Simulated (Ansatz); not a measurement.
Molecule: C5H9O, net charge -1, singlet state. It need not be the lowest isomer of its formula. Whether it binds its extra electron was not tested at this geometry. 
Structure (B3LYP-D3(BJ)/def2-TZVP (Ansatz, a program for electronic structure) minimum search):
```xyz
15

C      2.3883     0.4635    -0.5174
C      1.4849    -0.1028     0.5943
C      0.0955     0.4540     0.6078
C     -0.9503    -0.1995    -0.0158
O     -0.8994    -1.3097    -0.6339
C     -2.3325     0.4693     0.0416
H      2.4907     1.5494    -0.4201
H      1.9392     0.2606    -1.4919
H      3.3970     0.0248    -0.5011
H      1.4091    -1.1856     0.4483
H      1.9911     0.0575     1.5593
H     -0.0775     1.4124     1.0878
H     -2.6916     0.6482    -0.9778
H     -2.3317     1.4170     0.5892
H     -3.0463    -0.2145     0.5140
```
Charge -1, spin multiplicity 1.

Parts of the frozen-core correlation energy in cc-pVQZ (Ansatz, hartree). Frozen orbitals: 6; correlated occupied orbitals by spin: 18 and 18; virtual: 576 and 576. Spin-orbit coupling is left out. Non-relativistic.

```
term                            value
-------------------------  ----------
reference (HF)             -269.53012
MP2 opposite-spin            -0.90809
MP2 same-spin                       …
CCSD correlation                    …
(T)                                 …
T1 diagnostic                   0.014
largest doubles amplitude       0.046
```

### Question
Some entries are withheld; supply them.

### Answer

- MP2 same-spin, value: -0.27458
- CCSD correlation, value: -1.21023
- (T), value: -0.05594
